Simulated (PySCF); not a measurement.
Stepwise substitution at one centre (B Br-H). All species are isolated molecules in the gas phase. Strings in code marks are SMILES.

The four lowest singlet excitations (Tamm–Dancoff). The numbers are results of PySCF 2.14.0 with PBE0-D4/def2-TZVP, not measurements. Excitations are Tamm–Dancoff values on a coarser integration grid. The basis has no diffuse functions, so Rydberg states are missing or too high.

```csv
state,energy (eV),wavelength (nm),oscillator strength
S1,4.70,264,0.000
S2,5.47,226,0.000
S3,5.47,226,0.000
S4,6.03,206,0.159
```

Q: Identify which member gives these states.
A) `BrBBr`
B) `BBr`
C) `BrB(Br)Br`

A: C, `BrB(Br)Br`
